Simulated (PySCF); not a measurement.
## Interval between two levels of Ag²⁺ by level of theory

Ag²⁺ [Kr] 4d9 [2D5/2, M_J = 5/2] → Ag²⁺ [Kr] 4d8 5s1 [4F9/2, M_J = 9/2], as a difference of total energies. Computed with PySCF 2.14 in x2c-TZVPall-2c with one added diffuse shell each of s, p, d type (9s10p8d1f, 86 functions), with the two-component X2C-1e Hamiltonian. Correlated levels: [Ar] 3d10 frozen; the 6 highest virtual spinors dropped. "Screened" scales the spin-orbit matrix elements by Boettger's factors to mimic the two-electron term; Breit and QED terms are absent.

```
                    method  interval between two levels (cm⁻¹)
           GHF (spin-free)                               60267
          GMP2 (spin-free)                               62857
 GHF (screened spin-orbit)                               58950
GMP2 (screened spin-orbit)                               61478
```

The labels give the starting determinants; with spin-orbit coupling the two ends relaxed to ⟨J²⟩ = 8.76, ⟨L²⟩ = 6.02, ⟨S²⟩ = 0.77 and ⟨J²⟩ = 24.76, ⟨L²⟩ = 12.07, ⟨S²⟩ = 3.75.
